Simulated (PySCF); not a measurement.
## Radial density of Be+ (beryllium, charge +1)

UHF, [He] 2s1, 2S determinant. Computed with PySCF 2.14 in def2-TZVP (5s3p1d, 19 functions), with no relativity, point nucleus.

```
r (bohr)  4πr²ρ (e/bohr)  4πr²(ρα − ρβ)
 0.00661         0.01821         0.0005
  0.0111         0.04987         0.0015
  0.0187          0.1324         0.0039
  0.0314          0.3391         0.0100
  0.0529          0.8088         0.0233
  0.0889           1.725         0.0480
   0.150           3.043         0.0782
   0.252           3.948         0.0820
   0.423           3.108         0.0249
   0.712           1.118         0.0107
    1.20          0.3814         0.2738
    2.01          0.4745         0.4734
    3.39          0.1628         0.1627
    5.70        0.005776         0.0058
```
